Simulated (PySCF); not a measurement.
A structure optimised at PBE-D3(BJ)/def2-SVP, used in a PySCF frequency run:

```
C
H 1 1.1067
H 1 1.1071 2 109.84
H 1 1.1126 2 106.99 3 -115.46
B 1 1.5643 2 112.50 4 -118.76
F 5 1.3351 1 122.04 2 -155.30
F 5 1.3351 6 115.71 1 178.41
```
Charge 0, spin multiplicity 1.

Write its SMILES and formula.

CB(F)F, CH3BF2

What are its rotational constants (standard atomic weights)?

9.7573, 8.1915, 4.5809 GHz
